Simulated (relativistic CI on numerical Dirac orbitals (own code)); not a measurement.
How well does a small relativistic CI reproduce Kr³⁺?

Computed by Dirac-Coulomb-Breit CI, orbitals from a KLI potential per configuration, model QED, valence Slater integrals scaled by 0.85, P86 correlation estimate, and configurations built on the next ion tied to the tabulated ionisation energy (semi-empirical) (own radial code, finite nucleus).

Configuration list (outside the closed core [Ar] 3d10): 4s2 4p3, 4s2 4p2 4d, 4s2 4p2 5s, 4s2 4p2 5p, 4s2 4p2 5d, 4s2 4p2 6s, 4s2 4p2 4f, 4s2 4p2 5f, 4s 4p4, 4p5, 4s2 4p 4d2, 4s 4p3 4d, 4s 4p3 4f, 4s2 4p 4f2, 4p3 4d2, 4s2 4p2 6p, 4s2 4p2 6d, 4s2 4p2 5g, 4s 4p3 5s, 4s2 4p2 6f, 4p4 4d, 4s2 4p 4d 4f, 4s 4p2 4d2, 4s 4p3 5p. Levels of other configurations are missing.

```csv
Configuration,Term (tabulated),J,Measured (cm⁻¹),Computed,Error,Purity (%)
4s2 4p3,4S°,3/2,0.0,0,0,95
4s2 4p3,2D°,3/2,17037.6,16901,-136,86
4s2 4p3,2D°,5/2,18700.3,18617,-83,97
4s2 4p3,2P°,1/2,31056.4,29836,-1220,97
4s2 4p3,2P°,3/2,33405.6,32203,-1202,84
4s 4p4,4P,5/2,118761.5,119035,274,86
4s 4p4,4P,3/2,122426.5,122548,121,87
4s 4p4,4P,1/2,124109.7,124163,54,86
4s 4p4,2D,3/2,145772.8,145839,66,71
4s 4p4,2D,5/2,146644.7,146730,86,72
4s2 4p2 4d,2P,3/2,163445.1,161079,-2366,65
4s2 4p2 4d,4F,3/2,172724.0,168368,-4356,92
4s 4p4,2S,1/2,173952.1,171515,-2437,62
4s2 4p2 4d,4F,5/2,174105.7,169639,-4467,87
4s2 4p2 4d,4F,7/2,176231.0,171705,-4526,88
4s2 4p2 4d,4F,9/2,178877.0,174400,-4477,95
4s2 4p2 4d,2F,5/2,179228.3,174547,-4681,58
4s2 4p2 4d,4D †,1/2,180686.7,175300,-5387,92
4s2 4p2 4d,4D †,7/2,180764.4,175739,-5025,55
4s2 4p2 4d,4D †,3/2,181000.5,175550,-5451,91
4s2 4p2 4d,2F,7/2,186565.6,181607,-4959,61
4s2 4p2 4d,4P,5/2,201424.2,197829,-3595,82
4s2 4p2 5s,4P,1/2,202373.3,204122,1749,80
4s2 4p2 4d,4P,1/2,204735.4,200135,-4600,73
4s2 4p2 5s,4P,3/2,205214.5,207153,1939,91
4s2 4p2 4d,2D,3/2,207595.4,201427,-6168,87
4s2 4p2 5s,4P,5/2,208064.1,210683,2619,88
4s2 4p2 5s,2P,1/2,208920.0,210150,1230,74
4s2 4p2 5s,2P,3/2,211685.5,213973,2288,65
4s2 4p2 4d,2D,5/2,211860.3,206776,-5084,89
4s2 4p2 4d,2D †,5/2,217416.6,214242,-3174,63
4s2 4p2 4d,2D †,3/2,217558.6,215042,-2516,64
4s2 4p2 4d,2F,5/2,219988.5,216037,-3952,65
4s2 4p2 4d,2F,7/2,221184.5,216813,-4372,93
4s2 4p2 5s,2D †,3/2,223033.6,226474,3441,73
4s2 4p2 5s,2D †,5/2,223313.0,225752,2439,83
4s2 4p2 4d,2D,5/2,231940.0,227924,-4016,75
4s2 4p2 4d,2D,3/2,232807.4,228733,-4074,90
4s2 4p2 5p,2S°,1/2,234827.9,237632,2804,59
4s2 4p2 5p,4D°,1/2,237445.1,240253,2808,71
4s2 4p2 5p,4D°,3/2,238269.4,241043,2773,82
4s2 4p2 5p,4D°,5/2,241241.6,243999,2757,90
4s2 4p2 5p,4P°,1/2,243567.2,246062,2494,89
4s2 4p2 5p,2D°,3/2,243898.8,246941,3042,66
4s2 4p2 5p,4D°,7/2,244443.6,247300,2856,93
4s2 4p2 5p,2P°,3/2,250173.8,253270,3096,86
4s2 4p2 5p,2P°,1/2,250896.7,253876,2979,87
4s2 4p2 5p,2D°,3/2,258355.4,261997,3641,76
4s2 4p2 5p,2F°,7/2,258509.6,262706,4197,94
4s2 4p2 5p,2P°,1/2,263160.1,266370,3210,97
4s2 4p2 5p,2P°,3/2,265447.4,268802,3355,83
4s2 4p2 5p,2P°,3/2,278967.3,283211,4244,94
4s2 4p2 5d,4F,3/2,290606.4,292720,2114,75
4s2 4p2 5d,4F,7/2,294367.2,296427,2060,73
4s2 4p2 5d,4D,1/2,295268.2,297193,1925,82
4s2 4p2 6s,4P,1/2,296713.3,298501,1788,81
4s2 4p2 5d,2F,5/2,296954.4,299827,2872,82
4s2 4p2 5d,4D,7/2,298052.4,300148,2095,57
```

Measured levels from Saloman, J. Phys. Chem. Ref. Data 36, 215 (2007); pairs were made by configuration, J and term (by order where the table uses no LS term), so strongly mixed levels may be paired wrongly.

Mean error by configuration (cm⁻¹): 4s2 4p3 -660; 4s 4p4 -306; 4s2 4p2 4d -4379; 4s2 4p2 5s 1965; 4s2 4p2 5p 3161; 4s2 4p2 5d 2213; 4s2 4p2 6s 1788. Over the excited levels the mean absolute error is 2766 cm⁻¹ (57 of the 69 excited levels that our extract of the source holds in range could be paired, and the others can miss by more), and the median relative error of those above 1,000 cm⁻¹ is 1.2 %. † marks terms whose computed intervals miss the measured ones by more than a factor of 2.5, or configurations far off the rest, from wrong mixing, a near crossing or a doubtful label or measurement; they are left out of the means.
